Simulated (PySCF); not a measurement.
Predicted spectroscopic data

All values are calculated (PySCF 2.14): geometry: GFN2-xTB, GIAO PBE0/pcSseg-1 shieldings, J: B3LYP/pcJ-1 (spin–dipole term left out of most H,H and C,H couplings). One conformer, no solvent, no relativistic terms, one averaged value for each set of equivalent atoms.

Referencing at the same level of theory: ¹H (σ = 31.72 ppm), ¹³C (σ = 186.93 ppm) vs TMS. Multiplet labels drop J under 1 Hz and among equivalent protons, and merge close values. Unscaled 3J(H,H) run several per cent high. Splittings of carbon signals by F and P are missing where no couplings were computed. Where no couplings were computed, multiplicities follow the n + 1 count of equivalent neighbours, and m marks all less simple cases (inequivalent or close neighbours, rings, F or P nearby). One-bond C–F couplings are unscaled and too large by tens of Hz. Shifts are as computed. Against solution values, carbons near 30 ppm lie about +3 ppm off and those near 130 ppm about +5 ppm. Of 1309 compounds with measured shifts, 239 miss one by over three times the rms of a fit or turn the order of signals round; such compounds aren't used in these exercises. OH and NH positions are gas-phase values without hydrogen bonding to other molecules.

**1.** `C/C(F)=C1\C=C(F)C1`, C6H6F2. ¹H NMR (500 MHz, computed): δ 5.16 (m, 1H), 3.40 (m, 2H), 2.12 (m, 3H). ¹³C{¹H} NMR (computed): δ 168.7 (C), 156.1 (C), 112.9 (CH), 112.1 (C), 40.5 (CH2), 18.3 (CH3).

**2.** SMILES FC1=CC[C@H](F)C=C1, C6H6F2. ¹H NMR (500 MHz, computed): δ 6.58 (m, 1H), 6.38 (m, 1H), 5.68 (m, 1H), 5.13 (ddd, J = 54.0, 8.6, 6.2 Hz, 1H), 3.05 (m, 1H), 2.66 (m, 1H). ¹³C{¹H} NMR (computed): δ 166.3 (C, d, J = 314.8 Hz), 134.2 (CH, dd, J = 34.1, 9.8 Hz), 132.4 (CH, dd, J = 11.7, 3.3 Hz), 109.9 (CH, dd, J = 19.6, 8.4 Hz), 83.9 (CH, d, J = 222.7 Hz), 33.7 (CH2, dd, J = 25.3, 3.7 Hz).

**3.** `CN[Si@@H]1[Si@H](Cl)[Si@@H](C)[Si@@H]1Cl`, C2H11Cl2NSi4. ¹H NMR (500 MHz, computed): δ 6.04 (m, 2H), 5.57 (m, 1H), 4.81 (m, 1H), 2.95 (s, 3H), 0.47 (br s, 1H), 0.09 (d, 3H). ¹³C{¹H} NMR (computed): δ 34.7, -9.0.

**4.** `C=C/C(F)=C/C=C/F`, C6H6F2. ¹H NMR (500 MHz, computed): δ 7.15 (m, 1H), 6.80 (m, 1H), 6.29 (m, 1H), 6.01 (m, 1H), 5.58 (m, 1H), 5.35 (m, 1H). ¹³C{¹H} NMR (computed): δ 167.4, 162.9, 136.2, 123.1, 114.5, 112.0.
